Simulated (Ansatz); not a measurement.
`C#CC[SeH]` + PH₃ → `P[SeH]` + `C#CC` at 700 K and 1 bar (ligand exchange at the Se–C bond).

Calculated with Ansatz (gas phase, PBE0-D4/def2-TZVP geometries, no zero-point term in ΔE). CCSD(T)/CBS is the MP2 limit (def2-TZVPP, def2-QZVPP) plus CCSD(T) − MP2 in def2-TZVPP, frozen cores. This one scheme is used for every species. For Se outer-core shells are correlated without core-valence functions, which leaves a few kJ/mol of doubt a bond. Scalar relativity is left out up to krypton. Each species was taken in one conformer, which may not be the lowest.

```
    species  CCSD(T)/CBS energy (Eh)  H − E (kJ/mol)  S (J/(mol·K))
`C#CC[SeH]`              -2517.19031           202.6          402.8
        PH₃               -342.72256            91.5          248.3
   `P[SeH]`              -2743.44381           108.6          338.4
     `C#CC`               -116.49627           191.4          312.9
```

H − E and S are ideal-gas, rigid-rotor, harmonic terms from PBE0-D4/def2-TZVP, for one conformer and one mirror image of each species. 1 Eh = 2625.50 kJ/mol, R = 8.31446 J/(mol·K).

By hand: ΔE, ΔH, ΔS and ΔG.

ΔE = (-2743.44381) + (-116.49627) − (-2517.19031) − (-342.72256) = -0.02721 Eh = -71.4 kJ/mol. Δ(H − E) = 108.6 + 191.4 − 202.6 − 91.5 = 5.9, so ΔH = -65.5 kJ/mol. ΔS = 338.4 + 312.9 − 402.8 − 248.3 = 0.2 J/(mol·K). ΔG = -65.5 − 700 × (0.2)/1000 = -65.6 kJ/mol.

By hand: the equilibrium constant, and the temperature at which ΔG would vanish if ΔH and ΔS stayed fixed.

log₁₀ K = −ΔG/(RT ln 10) = 4.9. ΔH and −TΔS have one sign here, so there is no such temperature. One of them is within its doubt of zero, so this could turn.

The number of gas molecules stays the same, so ΔS is small and ΔH decides. A doubt of 5 kJ/mol in ΔE shifts log₁₀ K by 0.4 here. Other conformers and mirror images would add mixing entropy, several J/(mol·K) or more a flexible species. These are equilibria of isolated gas molecules and say nothing of rates. Largest T1 diagnostic: 0.013 (customary marks: 0.02 for closed shells, 0.045 for open ones).
